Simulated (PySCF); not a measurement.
MB for M along group 5

PBE0 with triple-zeta basis sets in PySCF, for the lowest determinant that a PBE0 search found; no spin–orbit coupling. De refers to high-spin ground-configuration atoms. A positive dipole means M(−)B(+).

```json
{"M": "V", "basis": "def2-TZVPP", "state (unpaired electrons)": "septet (σ ↑↑, π ↑↑, δ ↑↑)", "Re (Å)": "2.000", "ωe (cm⁻¹)": "634", "De (eV)": "n/a", "μ (D)": "-3.13"}
{"M": "Nb", "basis": "def2-TZVPP", "state (unpaired electrons)": "septet (σ ↑↑, π ↑↑, δ ↑↑)", "Re (Å)": "2.098", "ωe (cm⁻¹)": "639", "De (eV)": "3.11", "μ (D)": "-2.74"}
{"M": "Ta", "basis": "def2-TZVPP", "state (unpaired electrons)": "septet (σ ↑↑, π ↑↑, δ ↑↑)", "Re (Å)": "2.086", "ωe (cm⁻¹)": "672", "De (eV)": "n/a", "μ (D)": "-3.12"}
```

The shortest bond is that of VB (2.000 Å), the longest that of NbB (2.098 Å).

Down a group the atoms grow and get heavier, so bonds lengthen and wavenumbers fall; the exceptions here are the shorter bond at Ta and the higher wavenumber at Ta. Relativity and the filled 4f shell contract the atoms of the sixth period.

De is left out where the level can put another filling of the metal’s s and d shells below the measured ground configuration, by anything from nothing to about 1 eV. The metal atom is held in its measured ground configuration; semilocal functionals can put another filling of s and d lower by some tenths of an eV, and De to that atom would be smaller. These are scalar-relativistic numbers at best; spin–orbit coupling would shift them, the dissociation energy most. With d or f electrons several states lie close, and the lowest PBE0 determinant need not be the measured ground state.
